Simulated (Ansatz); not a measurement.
Relaxation of CH₅O₂Sb (9 atoms, charge 0, multiplicity 1), to a largest force component of 0.02 eV/Å in at most 50 steps.

All numbers below come from UKS B3LYP/def2-SVP in Ansatz.

```xyz
9
Properties=species:S:1:pos:R:3:forces:R:3
O -0.416 1.277 -1.148 -2.18 0.59 -2.11
C 0.571 0.678 -0.471 3.65 2.09 -0.84
O 0.260 -0.685 -0.333 2.73 -0.97 -2.11
Sb -1.113 -0.874 1.066 -3.77 -1.62 3.09
H -0.468 0.929 -2.092 0.34 0.75 1.71
H 0.727 1.185 0.515 -0.51 -0.39 -0.42
H 0.923 -1.048 -0.973 -0.41 -0.40 0.83
H -0.994 -2.621 1.046 -0.12 0.13 0.30
H -0.030 -0.728 2.435 0.26 -0.17 -0.45
```

Problem. Where does it end, and by what steps?

Solution. It converged. The force dipped under the threshold on the way, but the program's further checks kept it going. After 34 steps the energy has fallen by 2.477 eV; Sb4 moved furthest, 1.10 Å. Parted: O3–Sb4.

```
step  energy less start (eV)  largest force component (eV/Å)  accepted
   0                  0.0000                           3.767       yes
   2                 -1.5413                           1.658       yes
   4                 -2.2126                           1.223       yes
   6                 -2.3329                           0.640       yes
   8                 -2.3861                           0.453       yes
  10                 -2.4332                           0.190       yes
  12                 -2.4561                           0.157       yes
  14                 -2.4671                           0.576       yes
  16                 -2.4581                           0.401        no
  18                 -2.4734                           0.063        no
  20                 -2.4741                           0.033       yes
  22                 -2.4747                           0.019       yes
  24                 -2.4751                           0.044       yes
  26                 -2.4756                           0.038       yes
  28                 -2.4761                           0.052       yes
  30                 -2.4766                           0.027       yes
  32                 -2.4748                           0.239        no
  34                 -2.4770                           0.019       yes
```

```xyz
9
Properties=species:S:1:pos:R:3
O -0.150 1.699 -1.227
C 0.728 0.764 -0.811
O 0.182 -0.490 -0.753
Sb -1.713 -1.667 1.530
H -0.724 1.299 -1.899
H 1.331 1.107 0.045
H 0.864 -1.135 -0.518
H -0.437 -2.812 1.268
H -0.621 -0.652 2.410
```

Whether the end is a true minimum wasn't checked by a vibrational analysis.

The run took 2.2 min on 2 threads of Arm Neoverse V1, on a shared host, peak memory 0.31 GiB.
